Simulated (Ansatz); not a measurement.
Consider the formal exchange of groups at the Si–B bond: `B[SiH2][B](O)[AlH2]` + SiH₄ → `B[SiH2][SiH3]` + `O[BH][AlH2]`.

Isolated molecules relaxed with PBE0-D4/def2-TZVP in Ansatz; ΔE leaves out vibrations. CBS: MP2 limit from def2 TZ/QZ plus the TZ coupled-cluster correction, frozen cores. This one scheme is used for every species. DFT in def2-TZVPP. B3LYP here is the variant with VWN-RPA as its local correlation; programs differ in this. One conformer a species, not always the lowest.

```tsv
level	ΔE (kJ/mol)
PBE-D4	-5.9
PBE0-D4	-19.2
B2PLYP	-30.4
PBE	-8.8
B3LYP	-29.3
CCSD(T)/def2-TZVPP	-28.7
HF/def2-QZVPP	-60.5
HF/CBS(def2)	-60.5
```

Question: What does CCSD(T)/CBS give? (Best estimate.)

Answer: Ansatz gave: -28.8 kJ/mol. The listed levels differ from it by 22.9, 9.6, -1.6, 20.0, -0.5, 0.1, -31.7, -31.7 kJ/mol.

Largest T1 diagnostic among the species: 0.020, so the coupled-cluster value is less sure than usual.

From PBE to PBE0 (25 % exact exchange), in def2-TZVPP and without D4, ΔE moves by −13.1 kJ/mol. In def2-TZVPP, CCSD(T) changes the Hartree–Fock value by +31.9 kJ/mol (the triples alone add +7.4 kJ/mol) and MP2 by +28.8 kJ/mol.
